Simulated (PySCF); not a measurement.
NSi, SMILES N#[Si], multiplicity 2. The structure is a stationary point at PBE-D3(BJ)/def2-TZVPD.

Computed equilibrium geometry at PBE-D3(BJ)/def2-TZVPD (PySCF confirms it by a frequency run) as a Z-matrix, and its point group:
point group C∞v.
```
Si
N 1 1.5797
```
Charge 0, spin multiplicity 2.
